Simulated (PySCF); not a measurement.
How methods differ on the ionisation energy of Br(2+)

Br(2+) [Ar] 3d10 4s2 4p3 (4S) → Br(3+) [Ar] 3d10 4s2 4p2 (3P), as a difference of total energies. Calculation: PySCF 2.14, in x2c-SVPall (5s4p3d, 32 functions); the spin-free X2C one-electron Hamiltonian (Gaussian nucleus). Correlated levels: valence: [Ar] 3d10 frozen. The calculations carry no spin-orbit coupling.

| method | ionisation energy (eV) |
| --- | --- |
| UHF | 34.606 |
| LDA | 35.310 |
| B3LYP | 35.146 |
| SCS-MP2 (valence) | 34.843 |
| CCSD (valence) | 34.923 |

Task: Estimate what CCSD(T) (valence) gives.

Result: 34.927 eV, closest to CCSD (valence) among the rows shown.

Task: Estimate what MP2 (valence) gives.

Result: 34.978 eV, closest to CCSD (valence) among the rows shown.

The reference lies between the lowest fine-structure levels, while these numbers refer to the centres of the terms.

Errors of the correlated levels include the incompleteness of this basis and the frozen core.

For comparison: 34.871 ± 0.019 eV (measured; NIST Atomic Spectra Database, ionization energies).
